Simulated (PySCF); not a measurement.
C2H2O3Si, SMILES C1(=O)OC(=O)[SiH2]1. Coordinates come from a PBE-D3(BJ)/def2-SVP optimisation.

These are PBE-D3(BJ)/def2-SVP run with PySCF values and carry that method's errors.

Harmonic wavenumbers (cm⁻¹): 127, 312, 328, 372, 385, 524, 583, 617, 649, 664, 759, 788, 882, 1076, 1840, 1920, 2187, 2212. Rotational constants (GHz): 5.130, 2.587, 1.757; symmetry number 2.

### Question
Work out the zero-point energy and the ideal-gas rigid-rotor harmonic-oscillator thermochemistry at 298.15 K and 1 atm.

### Answer
ZPE = ½ Σ hcν = ½ × 16227 cm⁻¹ = 97.06 kJ/mol. H − E(el) = 115.34 kJ/mol. Entropy in J/(mol K): translation 166.44, rotation 107.31, vibration 44.37, total 318.12. G − E(el) = 20.49 kJ/mol. Cp = 98.45 J/(mol K). Modes under 150 cm⁻¹ make the vibrational entropy uncertain.
